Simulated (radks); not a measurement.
Task: All-electron atom: the sulfur ion S4+ in [Ne] 3s2 (the NIST ground configuration). Method: non-relativistic Kohn-Sham, LDA (Slater exchange, Perdew-Wang correlation), spin-polarised, spherical densities, point nucleus; computed with a radial shooting solver on a logarithmic mesh with Libxc functionals. Some entries of the table are withheld. Estimate them.

| orbital | occ. | eigenvalue (eV) | <r> (bohr) |
|---|---|---|---|
| 1s | 2 | -2450.967 | 0.09756 |
| 2s | 2 | (1) | 0.4809 |
| 2p | 6 | -216.1349 | (2) |
| 3s | 2 | -65.8741 | 1.468 |

Result: 
(1) 2s eigenvalue (eV): -268.8633
(2) 2p <r> (bohr): 0.4407
